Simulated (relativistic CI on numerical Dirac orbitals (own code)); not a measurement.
Method of calculation: Dirac-Coulomb-Breit CI, orbitals from a KLI potential per configuration, a model potential for QED, unscaled Slater integrals (own radial code, finite nucleus).

Configuration list (outside the closed core 1s2): 2s²2p⁶, 2s²2p⁵3s, 2s²2p⁵3p, 2s²2p⁵3d, 2s2p⁶3s, 2s2p⁶3p, 2s2p⁶3d, 2s²2p⁵4s, 2s²2p⁵4p, 2s²2p⁵4d, 2s²2p⁵4f, 2s²2p⁴3s², 2s²2p⁴3s3p, 2s2p⁶4s, 2s²2p⁵5s, 2s²2p⁵5p, 2s²2p⁴3s3d, 2s2p⁶4p, 2s²2p⁵5d, 2s²2p⁴3p², 2s²2p⁵5f, 2s²2p⁵5g, 2s2p⁶4d, 2s2p⁶4f, 2s²2p⁴3p3d, 2s2p⁵3s², 2s²2p⁴3d², 2s2p⁵3s3p, 2s2p⁵3s3d, 2s2p⁵3p², 2s2p⁶5s, 2s2p⁵3p3d, 2s2p⁶5p, 2s2p⁶5d, 2s2p⁶5f, 2s2p⁶5g. Levels of other configurations are missing.

At this charge energies of transitions that change n are usually good to better than 1 %, and those within a shell (Δn = 0) to a few per cent.

Outline of the computed level scheme of Ir LXVIII. Lowest level of each configuration: 2s²2p⁶ ¹S0 at 0.0 eV; 2s²2p⁵3s ³P°2 at 9007.1 eV; 2s²2p⁵3p ³P1 at 9165.9 eV; 2s²2p⁵3d ³P°0 at 9791.4 eV; 2s2p⁶3s ³S1 at 11186.8 eV; 2s2p⁶3p ³P°1 at 11351.8 eV; 2s2p⁶3d ³D1 at 11986.1 eV; 2s²2p⁵4s ³P°2 at 12667.2 eV; 2s²2p⁵4p ³P1 at 12732.7 eV.

Some strong electric-dipole decays among the lowest 45 levels: 2s²2p⁵3d ¹P°1 → 2s²2p⁶ ¹S0 (3.3e+15 s⁻¹); 2s²2p⁵3d ³D°1 → 2s²2p⁶ ¹S0 (1.9e+15 s⁻¹); 2s2p⁶3p ³P°1 → 2s²2p⁶ ¹S0 (6.8e+14 s⁻¹); 2s2p⁶3p ¹P°1 → 2s²2p⁶ ¹S0 (5.2e+14 s⁻¹); 2s²2p⁵3s ¹P°1 → 2s²2p⁶ ¹S0 (1.9e+14 s⁻¹); 2s²2p⁵3d ³P°1 → 2s²2p⁶ ¹S0 (1.1e+14 s⁻¹); 2s²2p⁵4p ³P1 → 2s²2p⁵3s ³P°2 (6.7e+13 s⁻¹); 2s²2p⁵4s ¹P°1 → 2s²2p⁶ ¹S0 (6.6e+13 s⁻¹).

LS names give the leading component of a level, which can be under half, so a name can repeat, a term be missing and a line seem to break the LS rules.
